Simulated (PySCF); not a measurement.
(Z)-1-bromo-2-chloroethene (C₂H₂BrCl), SMILES C(/Br)=C/Cl. Geometry: B3LYP-D3(BJ)/def2-SVP.

Computed equilibrium geometry at B3LYP-D3(BJ)/def2-SVP (PySCF confirms it by a frequency run) as a Z-matrix, and its point group:
point group Cs.
```
C
C 1 1.3348
H 1 1.0911 2 120.60
H 2 1.0926 1 120.31 3 0.00
Cl 2 1.7262 4 114.33 1 180.00
Br 1 1.8820 3 114.39 2 180.00
```
Charge 0, spin multiplicity 1.
